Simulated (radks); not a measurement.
Problem. The copper ion Cu7+, configuration [Ar] 3d4. All-electron calculation, scalar-relativistic Kohn-Sham, PBE, spin-unpolarised, spherical densities, point nucleus. Program: a radial shooting solver on a logarithmic mesh with Libxc functionals. Some entries of the table are withheld. Estimate them.

| orbital | occ. | eigenvalue (Ry) | r(max) (bohr) | <r^2> (bohr^2) |
|---|---|---|---|---|
| 1s | 2 | -662.4663 | 0.03411 | 0.003657 |
| 2s | 2 | -90.30687 | 0.1966 | 0.06516 |
| 2p | 6 | -79.59573 | 0.1583 | 0.05220 |
| 3s | 2 | -19.50991 | 0.5996 | 0.5207 |
| 3p | 6 | -16.27380 | 0.5989 | 0.5510 |
| 3d | 4 | -11.06150 | 0.5415 | (1) |
| 4s | 0 | -7.07376 | 1.494 | (2) |
| 4p | 0 | (3) | (4) | (5) |

Solution. 
(1) 3d <r^2> (bohr^2): 0.5866
(2) 4s <r^2> (bohr^2): 2.818
(3) 4p eigenvalue (Ry): -6.11835
(4) 4p r(max) (bohr): 1.594
(5) 4p <r^2> (bohr^2): 3.237
